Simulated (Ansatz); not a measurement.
Reaction (formal exchange of groups at the Si–S bond): `F[Si](F)(F)S` + `CC(O)F` → `F[SiH](F)F` + `CC(O)(F)S`

Program: Ansatz. Geometries: PBE0-D4/def2-TZVP. ΔE: electronic, gas phase. CCSD(T)/CBS is the MP2 limit (def2-TZVPP, def2-QZVPP) plus CCSD(T) − MP2 in def2-TZVPP, frozen cores. Functionals use def2-TZVPP. B3LYP here is the variant with VWN-RPA as its local correlation; programs differ in this. One conformer a species, not always the lowest.

`F[Si](F)(F)S`:

```xyz
6

F    -0.376   -0.233    1.882
Si   -0.156    0.214    0.392
F     0.833    1.438    0.377
F    -1.522    0.751   -0.176
S     0.573   -1.434   -0.664
H     0.648   -0.735   -1.811
```

`CC(O)F`:

```xyz
9

C     0.577    0.049   -0.847
C    -0.166    0.174    0.449
O    -1.159   -0.778    0.495
F     0.718   -0.031    1.503
H     0.963   -0.966   -0.945
H    -0.092    0.257   -1.682
H     1.408    0.755   -0.870
H    -0.566    1.184    0.607
H    -1.684   -0.643    1.290
```

`F[SiH](F)F`:

Cartesian coordinates in Å:
```
F -0.278 -0.050 1.533
Si -0.034 0.012 -0.019
F 0.411 -1.417 -0.505
F 1.147 1.015 -0.293
H -1.246 0.439 -0.715
```

`CC(O)(F)S`:

```xyz
10

C     0.427    0.424   -0.996
C    -0.311   -0.138    0.186
O    -0.977   -1.270   -0.196
F    -1.217    0.808    0.628
S     0.773   -0.562    1.610
H    -0.293    0.640   -1.788
H     0.940    1.342   -0.713
H     1.157   -0.299   -1.355
H    -1.413   -1.644    0.579
H     0.914    0.699    2.046
```

(1) Is it downhill or uphill in electronic energy at CCSD(T)/CBS, and by how much? (An estimate is asked.)

(2) What do these levels give: r2SCAN-D4, B3LYP-D4, ωB97X-V, B2PLYP, PBE, MP2/def2-TZVPP, SCS-MP2/def2-TZVPP, CCSD/def2-TZVPP, MP2/def2-QZVPP, SCS-MP2/def2-QZVPP, HF/CBS(def2), CCSD/CBS(def2)? (Estimate.)

Largest T1 diagnostic among the species: 0.012.

Results:

(1) The calculation gave: Uphill: ΔE = +96.7 kJ/mol.

(2) Ansatz gave: r2SCAN-D4 98.8, B3LYP-D4 97.7, ωB97X-V 97.0, B2PLYP 98.3, PBE 96.7, MP2/def2-TZVPP 96.5, SCS-MP2/def2-TZVPP 95.2, CCSD/def2-TZVPP 99.2, MP2/def2-QZVPP 96.7, SCS-MP2/def2-QZVPP 95.8, HF/CBS(def2) 106.3, CCSD/CBS(def2) 99.7 kJ/mol.

From PBE to PBE0 (25 % exact exchange), in def2-TZVPP and without D4, ΔE moves by +4.9 kJ/mol. In def2-TZVPP, CCSD(T) changes the Hartree–Fock value by −10.2 kJ/mol (the triples alone add −3.0 kJ/mol) and MP2 by −10.0 kJ/mol.
